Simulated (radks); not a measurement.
The nuclear charge of the iridium ion Ir2+ is varied continuously with 75 electrons held in [Xe] 4f14 5d7. All-electron calculation, Dirac Kohn-Sham, LDA (Slater exchange, Perdew-Wang correlation), spin-unpolarised, spherical densities, finite nucleus; open shells are shared between the two j in proportion to 2j + 1; Fermi nuclear charge, rms radius 5.4032 fm. Program: a radial shooting solver on a logarithmic mesh with Libxc functionals. By the Hellmann-Feynman theorem dE/dZ = E(electron-nucleus)/Z, the electronic potential at the nucleus (averaged over a nucleus of fixed radius).

| Z | E (hartree) | E(electron-nucleus)/Z (hartree) | HOMO | e(HOMO) (eV) | <r> HOMO (bohr) |
|---|---|---|---|---|---|
| 76.5 | -17554.4427 | -575.016 | 5d5/2 | -17.859 | 1.739 |
| 76.75 | -17698.5662 | -577.973 | 5d5/2 | -20.949 | 1.692 |
| 77 | -17843.4294 | -580.934 | 5d5/2 | -24.179 | 1.649 |
| 77.25 | -17989.0335 | -583.900 | 5d5/2 | -27.543 | 1.610 |
| 77.5 | -18135.3799 | -586.872 | 5d5/2 | -31.035 | 1.573 |
| 77.75 | -18282.4699 | -589.849 | 5d5/2 | -34.650 | 1.540 |
| 78 | -18430.3049 | -592.832 | 5d5/2 | -38.383 | 1.508 |

The central difference of E at Z = 77 is -580.935 hartree, to compare with the third column; the second derivative is -11.9 hartree.
